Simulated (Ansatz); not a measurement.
# Multireference treatment of C₃H₆Si, singlet

Computed with Ansatz's Gaussian-basis code (development build). Basis cc-pVTZ on C/H, cc-pV(T+d)Z on Si, nonrelativistic, 8 orbitals frozen in the corrections. State-specific CASSCF; RHF is the lowest restricted (open-shell) Hartree–Fock solution met. Single-reference values can break down or jump between states where bonds are stretched. Solutions may break the symmetry of the shape. Lower solutions, or ones in other orbitals, may exist.

Geometry:

```xyz
10

C     0.0000   -2.0457   -0.6085
Si    0.0000   -0.3329   -0.5925
C     0.0000    0.6871    0.9449
C     0.0000    2.0320    0.9316
H     0.0000   -2.6354    0.3031
H     0.0000   -2.6090   -1.5365
H     0.0000    0.4690   -1.8370
H     0.0000    0.1782    1.9077
H     0.0000    2.5987    0.0039
H     0.0000    2.6192    1.8462
```

**Question.** What do CASSCF and its corrections give against RHF in CAS(4,4), and what are the occupations?

**Answer.** CASSCF -1.344 eV, SC-NEVPT2 -16.738 eV; occupations 1.93, 1.89, 0.11, 0.07.

**Question.** How do single-reference totals in the same basis and frozen core stand against SC-NEVPT2 in CAS(4,4)?

**Answer.** CCSD(T) -1.872 eV. Coupled cluster stands on the determinant that it favours, which can lie over the RHF solution above, and is in doubt where the occupations are far from 0, 1 and 2.

**Question.** Roughly how much CPU time does a whole run from the default start take (median of such runs, summed over threads; nearly all runs on one pinned thread of a shared server, mostly Xeon at 2.3 to 2.6 GHz, by a development driver)?

**Answer.** CAS(4,4): about 1.7 min. Other jobs ran beside these, and the count of passes differs.
